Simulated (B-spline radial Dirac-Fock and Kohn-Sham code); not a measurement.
Te 5p3/2: cross section and angular parameters

System: neutral tellurium, [Kr] 4d10 5s2 5p4; threshold 7.91 eV (orbital energy of the model). Level of theory: Dirac-Hartree-Slater photoionisation with a Latter tail; cross sections with all multipoles, angular parameters from the dipole term and its interference with E2; a radial atomic solver.

For linearly polarised light dσ/dΩ = σ/(4π) [1 + β P₂(cos θ) + (δ + γ cos²θ) sin θ cos φ], with θ from the polarisation vector and φ the angle between the beam and the projection of the electron momentum on the plane normal to the polarisation.

```tsv
hν (eV)	σ (kb)	β	γ	δ
60	125	0.158	0.262	-0.032
63.1	112	0.056	0.234	-0.030
63.3	111	0.050	0.232	-0.030
74.4	82.4	-0.137	0.119	-0.016
100	55.2	-0.035	-0.037	0.011
123	44.4	0.213	-0.052	0.022
126	43.4	0.246	-0.049	0.023
162	34.3	0.596	0.016	0.026
190	29.6	0.797	0.074	0.025
192	29.3	0.809	0.078	0.024
299	18.5	1.235	0.197	0.013
300	18.4	1.237	0.197	0.013
313	17.6	1.268	0.201	0.012
400	13.1	1.421	0.201	0.006
974	3.48	1.697	0.001	0.000
1000	3.33	1.700	-0.003	0.000
1460	1.69	1.726	-0.027	0.001
3290	0.317	1.663	0.292	0.009
3310	0.312	1.662	0.296	0.009
3570	0.263	1.649	0.352	0.010
3930	0.211	1.631	0.429	0.012
4000	0.203	1.627	0.444	0.012
4360	0.165	1.610	0.519	0.015
4650	0.142	1.595	0.577	0.017
5414.7	0.0977	1.559	0.726	0.022
6510	0.0613	1.509	0.920	0.031
8300	0.0324	1.434	1.190	0.047
10700	?	?	?	?
13100	0.00907	1.264	1.717	0.097
15000	0.00611	1.207	1.869	0.118
```

Q: Give the values at 10700 eV.

A: σ = 0.0161 kb, β = 1.344, γ = 1.483, δ = 0.072.

Values without a named source are computed, but for edge energies of neutral atoms, which are taken from tables.
